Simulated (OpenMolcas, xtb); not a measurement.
# AsF3 (arsenic trifluoride): methods side by side

AsF3: 4 atoms, total charge 0, spin state singlet. SMILES: `F[As](F)F`. The shape is that of a PBE0-D4/def2-TZVP optimisation.

| atom | x (Å) | y (Å) | z (Å) |
| --- | --- | --- | --- |
| F | -0.4459 | 0.3956 | 1.3626 |
| As | -0.4620 | -0.4572 | -0.1256 |
| F | 1.2040 | -0.8659 | -0.1127 |
| F | -0.2962 | 0.9276 | -1.1243 |

Quantity: the energy change with the F1–As2 bond stretched from 1.715 to 1.973 Å, in eV. The values are calculated.

| level | kind | program | value (eV) | less CCSD(T)/cc-pVDZ |
| --- | --- | --- | --- | --- |
| GFN-FF | force field | xtb | 0.59 | +0.08 |
| HF/cc-pVDZ (restricted) | Hartree–Fock | OpenMolcas | 0.75 | +0.24 |
| SVWN5/cc-pVDZ (restricted) | LDA | OpenMolcas | 0.51 | 0.00 |
| PBE/cc-pVDZ (restricted) | GGA | OpenMolcas | 0.33 | -0.18 |
| M06-L/cc-pVDZ (restricted) | meta-GGA | OpenMolcas | 0.39 | -0.12 |
| B3LYP/cc-pVDZ (restricted) | global hybrid | OpenMolcas | 0.43 | -0.08 |
| B2PLYP/cc-pVDZ (restricted) | double hybrid | OpenMolcas | 0.48 | -0.03 |
| MP2/cc-pVDZ (restricted) | perturbation theory | OpenMolcas | 0.53 | +0.02 |
| CCSD(T)/cc-pVDZ (restricted) | coupled cluster or CI | OpenMolcas | 0.51 | 0.00 |

Differences are taken from CCSD(T)/cc-pVDZ (restricted) for orientation; it has basis-set and higher-order errors of its own. All-electron rows without a relativistic Hamiltonian named are non-relativistic. The first shape isn't each level's own minimum. The values span 0.33 to 0.75 eV. In the correlated wave-function rows the outer d shell of As is correlated, in sets not made for it.
